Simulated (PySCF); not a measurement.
# Computed records: CH$_{6}$BGe, CH$_{5}$BGeSi, BClGeH$_{3}$N

All values are calculated (PySCF 2.14.0). Calculation on a computer-drawn molecule: the log of a Hartree-Fock and frozen-core CCSD(T) single point meant for a local Hartree-Fock minimum, with one planted fault or none, to be diagnosed. Offsets are logged minus clean, where the clean run is the same molecule without the fault. The reference is restricted for singlets and unrestricted otherwise, and also for a bond in bohr or an excited solution. Adding or removing an electron swaps singlet and doublet. The excited solution moves the top pair (singlet) or top alpha electron (doublet) to the lowest empty orbital. Highest occupied and lowest empty are orbital energies over both spins, largest force is the largest gradient component, triples share is (T) over the correlation energy, the T1 limit is 0.02 restricted and 0.045 unrestricted, electrons count all cores, a negative frequency is imaginary (commonest isotopes), and the dipole is about the centre of nuclear charge; on germanium a core potential holds 10 electrons, which the energies leave out, and 3d is frozen in MP2 and coupled-cluster steps.

Common to all runs: meant charge 0; meant basis and core potential on germanium cc-pVDZ-PP ECP10MDF; logged SCF converged yes; logged CC converged yes; logged SCF stable within its kind yes; possible faults no fault, one electron removed, one electron added, multiplicity raised by two, geometry at a saddle point, SCF held on an excited solution, minimal basis STO-3G, one bond length entered in bohr, all coordinates scaled.

(1) 
```xyz
9
formula=CH6BGe meant_multiplicity=2 meant_basis=cc-pVDZ logged_electrons=49 logged_basis_functions=81 logged_spin_squared=0.7595 logged_highest_occupied=-7.7213 logged_lowest_empty=0.76144 logged_largest_force=3.384e-05 logged_lowest_frequency=86.879 logged_T1_diagnostic=0.013853 logged_D1_diagnostic=0.060313 logged_triples_share=0.027183 logged_dipole_magnitude=1.4488 logged_energy_HF=-359.37509 logged_energy_CCSD(T)=-359.7507 planted_fault=no_fault HF_energy_offset_from_clean_run=0 CCSD(T)_energy_offset_from_clean_run=0
B      0.3325     0.4785    -0.7330
Ge     0.9674    -0.9814     0.4585
C      0.6554    -2.9014     0.2045
H     -0.3109     0.2099    -1.7073
H      0.5960     1.6155    -0.4665
H      1.7977    -0.7227     1.7190
H      0.1314    -3.3163     1.0677
H      1.6061    -3.4271     0.0963
H      0.0541    -3.0687    -0.6897
```

Units: logged_highest_occupied, logged_lowest_empty in eV; logged_largest_force in hartree/bohr; logged_lowest_frequency in cm⁻¹; logged_dipole_magnitude in debye; logged_energy_HF, logged_energy_CCSD(T) in hartree; HF_energy_offset_from_clean_run, CCSD(T)_energy_offset_from_clean_run in kcal/mol.

Drawn bonds:
| atom | other atom | order |
| --- | --- | --- |
| 1 | 2 | 1 |
| 2 | 3 | 1 |
| 1 | 4 | 1 |
| 1 | 5 | 1 |
| 2 | 6 | 1 |
| 3 | 7 | 1 |
| 3 | 8 | 1 |
| 3 | 9 | 1 |

(2) 
```xyz
9
formula=CH5BGeSi meant_multiplicity=1 meant_basis=cc-pV(D+d)Z logged_electrons=61 logged_basis_functions=99 logged_spin_squared=1.5846 logged_highest_occupied=-13.325 logged_lowest_empty=-5.9021 logged_largest_force=0.045462 logged_T1_diagnostic=0.062674 logged_D1_diagnostic=0.31296 logged_triples_share=0.040481 logged_dipole_magnitude=1.3667 logged_energy_HF=-647.39261 logged_energy_CCSD(T)=-647.81171 planted_fault=one_electron_removed HF_energy_offset_from_clean_run=155.6 CCSD(T)_energy_offset_from_clean_run=189
B     -2.3490    -0.2449     0.9137
Ge    -0.6198     0.7961     0.4971
C     -0.7866     2.0571    -0.7818
Si     1.6171     0.6867     1.3681
H     -2.3817    -1.1119     1.7391
H     -3.3489     0.0275     0.3110
H     -1.7218     2.2580    -1.2962
H      0.0466     2.6771    -1.0980
H      1.3276    -0.4300     2.3503
```

Units: logged_highest_occupied, logged_lowest_empty in eV; logged_largest_force in hartree/bohr; logged_dipole_magnitude in debye; logged_energy_HF, logged_energy_CCSD(T) in hartree; HF_energy_offset_from_clean_run, CCSD(T)_energy_offset_from_clean_run in kcal/mol.

Drawn bonds:
| atom | other atom | order |
| --- | --- | --- |
| 1 | 2 | 1 |
| 2 | 3 | 2 |
| 2 | 4 | 1 |
| 1 | 5 | 1 |
| 1 | 6 | 1 |
| 3 | 7 | 1 |
| 3 | 8 | 1 |
| 4 | 9 | 1 |

Notes: T1 above single-reference limit.

(3) 
```xyz
9
formula=CH5BGeSi meant_multiplicity=1 meant_basis=cc-pV(D+d)Z logged_electrons=62 logged_basis_functions=99 logged_spin_squared=0 logged_highest_occupied=-8.1694 logged_lowest_empty=-0.099318 logged_largest_force=1.804e-05 logged_lowest_frequency=102.07 logged_T1_diagnostic=0.016966 logged_D1_diagnostic=0.056912 logged_triples_share=0.040743 logged_dipole_magnitude=0.57599 logged_energy_HF=-647.64049 logged_energy_CCSD(T)=-648.11289 planted_fault=no_fault HF_energy_offset_from_clean_run=0 CCSD(T)_energy_offset_from_clean_run=0
B     -2.3490    -0.2449     0.9137
Ge    -0.6198     0.7961     0.4971
C     -0.7866     2.0571    -0.7818
Si     1.6171     0.6867     1.3681
H     -2.3817    -1.1119     1.7391
H     -3.3489     0.0275     0.3110
H     -1.7218     2.2580    -1.2962
H      0.0466     2.6771    -1.0980
H      1.3276    -0.4300     2.3503
```

Units: logged_highest_occupied, logged_lowest_empty in eV; logged_largest_force in hartree/bohr; logged_lowest_frequency in cm⁻¹; logged_dipole_magnitude in debye; logged_energy_HF, logged_energy_CCSD(T) in hartree; HF_energy_offset_from_clean_run, CCSD(T)_energy_offset_from_clean_run in kcal/mol.

Drawn bonds:
| atom | other atom | order |
| --- | --- | --- |
| 1 | 2 | 1 |
| 2 | 3 | 2 |
| 2 | 4 | 1 |
| 1 | 5 | 1 |
| 1 | 6 | 1 |
| 3 | 7 | 1 |
| 3 | 8 | 1 |
| 4 | 9 | 1 |

(4) 
```xyz
7
formula=BClGeH3N meant_multiplicity=1 meant_basis=cc-pV(D+d)Z logged_electrons=64 logged_basis_functions=89 logged_spin_squared=1.149 logged_highest_occupied=-8.8954 logged_lowest_empty=-0.20659 logged_largest_force=0.040997 logged_T1_diagnostic=0.082891 logged_D1_diagnostic=0.28983 logged_triples_share=0.039662 logged_dipole_magnitude=1.1713 logged_energy_HF=-833.60652 logged_energy_CCSD(T)=-834.13815 planted_fault=one_bond_length_entered_in_bohr,row_5_of_the_drawn_bonds HF_energy_offset_from_clean_run=74.73 CCSD(T)_energy_offset_from_clean_run=78.66
B      1.4641    -0.2886     1.0205
Ge    -0.3346    -1.3083     0.8842
N     -0.7256    -2.4439    -0.2812
Cl    -1.7174    -0.7369     2.4650
H      2.2891    -0.5226     0.1943
H      1.7919     1.1903     2.6842
H     -1.6470    -2.8505    -0.2052
```

Units: logged_highest_occupied, logged_lowest_empty in eV; logged_largest_force in hartree/bohr; logged_dipole_magnitude in debye; logged_energy_HF, logged_energy_CCSD(T) in hartree; HF_energy_offset_from_clean_run, CCSD(T)_energy_offset_from_clean_run in kcal/mol.

Drawn bonds:
| atom | other atom | order |
| --- | --- | --- |
| 1 | 2 | 1 |
| 2 | 3 | 2 |
| 2 | 4 | 1 |
| 1 | 5 | 1 |
| 1 | 6 | 1 |
| 3 | 7 | 1 |

Notes: T1 above single-reference limit.
